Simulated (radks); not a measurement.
The numbers below are computed, except where a source is named.
Spherical quantum dot in the effective-mass picture: electrons in a well V = -V0 / (1 + exp((r - R)/a)) with V0 = 8.53, R = 5.09, a = 0.44, with a point charge +2 (a donor) at the centre, all in effective atomic units (hartree* = m*/eps^2 hartree, bohr* = eps/m* bohr), one dielectric constant everywhere. Level of theory: non-relativistic Kohn-Sham, LDA (Slater exchange, Perdew-Wang correlation), spin-polarised, spherical densities (a radial shooting solver with Libxc functionals). Levels are named by radial order and angular momentum (1s, 1p, 1d, 2s, ...), and open shells are averaged over m. Results are scaled to m* = 0.16 and eps = 4.1, for which hartree* = 259 meV and bohr* = 1.356 nm.

N = 24, configuration 1s2 1p6 1d10 2s2 1f(up 4, down 0). This is the lowest configuration that the search found. Occupied and some empty levels:

| level | occupation | eigenvalue (meV) | <r> (nm) |
|---|---|---|---|
| 1s up | 1 | -655.83 | 2.584 |
| 1s down | 1 | -652.73 | 2.393 |
| 1p up | 3 | -596.68 | 4.529 |
| 2s up | 1 | -588.88 | 3.292 |
| 1p down | 3 | -588.25 | 4.512 |
| 2s down | 1 | -583.24 | 3.464 |
| 1d up | 5 | -544.62 | 4.739 |
| 1d down | 5 | -535.72 | 4.732 |
| 1f up | 4 | -475.72 | 4.908 |
| 1f down | 0 | -466.59 | 4.906 |
| 1g up | 0 | -391.60 | 5.056 |
| 1g down | 0 | -382.38 | 5.057 |
| 2p up | 0 | -365.80 | 3.558 |
| 2p down | 0 | -361.67 | 3.552 |
| 2d up | 0 | -254.40 | 4.097 |
| 2d down | 0 | -249.18 | 4.090 |

Energy (meV): total -33262.6, kinetic 3855.3, external -55516, Hartree 20597, exchange-correlation -2199.0.

Electron density:

| r (nm) | n(r) (e/nm^3) |
|---|---|
| 0.415 | 0.4405 |
| 0.878 | 0.1300 |
| 1.34 | 0.04349 |
| 1.80 | 0.01814 |
| 2.27 | 0.01218 |
| 2.73 | 0.01386 |
| 3.19 | 0.01942 |
| 3.65 | 0.02679 |
| 4.12 | 0.03320 |
| 4.58 | 0.03505 |
| 5.04 | 0.02985 |
| 5.50 | 0.01924 |
| 5.97 | 0.008784 |
| 6.43 | 0.002695 |
| 6.89 | 0.0005582 |
| 7.36 | 0.00008297 |
| 7.82 | 9.829e-06 |
| 8.28 | 1.036e-06 |
| 8.74 | 1.044e-07 |
| 9.21 | 1.034e-08 |
